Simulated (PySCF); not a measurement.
Mo(O)2(F)(NH2) (FH2MoNO2), SMILES [NH2][Mo](=[O])(=[O])[F], multiplicity 1.

Geometry: B3LYP-D3(BJ)/def2-SVP. The multiplicity is an assumed one; no other spin state was optimised. The structure was generated by enumeration; whether it is a known compound was not checked. The def2 effective core potentials stand for the cores of Mo; spin–orbit coupling is left out. One conformer was computed; it need not be the lowest.

Calculation: PySCF with B3LYP-D3(BJ)/def2-SVP.

Frequencies are harmonic and unscaled.

Question: Give all harmonic wavenumbers and intensities. (Estimate from the structure and the level; the computed values follow.)

Answer: 
```csv
mode,ν (cm⁻¹),IR (km/mol),moving atoms (share of kinetic energy)
1,201,1.3,"F 41 %, N 34 %, H 12 %, Mo 10 %"
2,216,4.0,"O 43 %, F 39 %, H 11 %"
3,233,0.0,"O 36 %, N 28 %, H 17 %, Mo 14 %"
4,260,20.1,"O 59 %, Mo 18 %, F 12 %"
5,334,0.2,"O 86 %, Mo 9 %"
6,380,1.9,"H 89 %, O 9 %"
7,518,186.3,"H 75 %, N 22 %"
8,660,7.7,"H 80 %, N 18 %"
9,699,114.2,"F 76 %, Mo 15 %"
10,735,103.0,"N 64 %, Mo 19 %, H 12 %"
11,1031,221.3,"O 79 %, Mo 20 %"
12,1048,85.6,"O 89 %, Mo 11 %"
13,1502,35.7,"H 89 %, N 11 %"
14,3531,124.1,H 96 %
15,3631,60.3,"H 91 %, N 9 %"
```
